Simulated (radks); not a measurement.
The numbers below are computed, except where a source is named.
Ionisation of the rhodium ion Rh+, [Kr] 4d8, to Rh2+, [Kr] 4d7, under several functionals. Scalar-relativistic Kohn-Sham, spin-unpolarised, spherical densities, point nucleus; a radial shooting solver on a logarithmic mesh with Libxc functionals.

functional                               E(Rh+) (hartree)  Exc (hartree)  IE (eV)  -e(HOMO) (eV)  <r> HOMO (bohr)  IE error (eV)
BP86                                          -4784.80222     -139.30815   19.622         13.707            1.545         +1.542
exchange-only PBE                             -4781.54418     -135.98643   18.488         12.641            1.563         +0.408
PBE                                           -4783.84167     -138.34131   19.511         13.583            1.545         +1.431
Wu-Cohen GGA                                  -4783.17124     -137.66419   19.517         13.590            1.544         +1.437
BLYP                                          -4784.40235     -138.88797   19.439         13.529            1.552         +1.359
XLYP                                          -4784.87916     -139.36909   19.473         13.563            1.553         +1.393
HCTH/407                                      -4786.93744     -141.64218   19.854         13.859            1.529         +1.774
LDA (Slater exchange, VWN5 correlation)       -4779.23398     -133.67655   19.772         13.852            1.547         +1.692
PW91                                          -4784.61894     -139.12814   19.584         13.654            1.545         +1.504
exchange-only LDA                             -4775.02787     -129.39984   18.343         12.508            1.562         +0.263

NIST Atomic Spectra Database: 18.080 eV (semi-empirical). Closest: exchange-only LDA. The Delta-SCF values span 1.51 eV, the total energies 11.91 hartree. The highest occupied level is 4d. Spin polarisation and multiplet splitting are left out, so open shells lie too high by an amount that depends on their filling.

Beside tabulated values, note that spin-unpolarised runs miss the spin-polarisation part of the exchange energy of open shells.
